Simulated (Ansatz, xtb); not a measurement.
**Ranking isomers of C3H9GeNSi**

4 gas-phase structures of C3H9GeNSi, from a drawn sample of its isomers (lower ones may exist). Each was relaxed with GFN2-xTB; where two conformers were screened, the lower at r2SCAN-D4/def2-SVP is listed:

A. `C[SiH](C#N)[CH2][GeH3]`, a singlet
B. `C[Si](C)([GeH3])C#N`, a singlet
C. `N#CC[SiH2][CH2][GeH3]`, a singlet
D. `C[SiH2][C@@H]([GeH3])C#N`, a singlet

**Question.** Estimate their order in r2SCAN-D4/def2-SVP energy at these geometries, lowest first.

**Answer.** Calculated order at r2SCAN-D4/def2-SVP: B (0.0), A (6.6), C (17.9), D (17.9) kcal/mol. Less than 1 kcal/mol parts C and D, so the order within that pair means little.

Energies above the lowest of each column, in kcal/mol; the last columns are at B3LYP-D3(BJ)/def2-SVP geometries:

```
structure  GFN2-xTB  HF/STO-3G  r2SCAN-D4/def2-SVP  B3LYP-D3(BJ)/def2-SVP  CCSD(T)/def2-SVP + ΔMP2/def2-TZVPP
        B       7.0        0.0                 0.0                    0.0                                 0.0
        A      12.3        9.6                 6.6                    6.7                                 5.1
        C       1.0       28.9                17.9                   17.5                                18.6
        D       0.0       27.7                17.9                   17.6                                18.7
```

CCSD(T)/def2-SVP + ΔMP2/def2-TZVPP puts B lowest; GFN2-xTB picks D. Some further structures that were screened fall inside this span and aren't listed. Flexible structures stand in one conformer each, not always the lowest. B keeps a small imaginary mode. ΔMP2 is the change of the MP2 energy from the smaller to the larger basis.

Over these structures GFN2-xTB departs from r2SCAN-D4/def2-SVP by 11.9 kcal/mol on average once a common shift is removed. A GFN2-xTB relaxation took about 0.31 s and the r2SCAN-D4/def2-SVP energy about 6 s on a shared host (Ansatz 0.2.0, xtb 6.7.1).
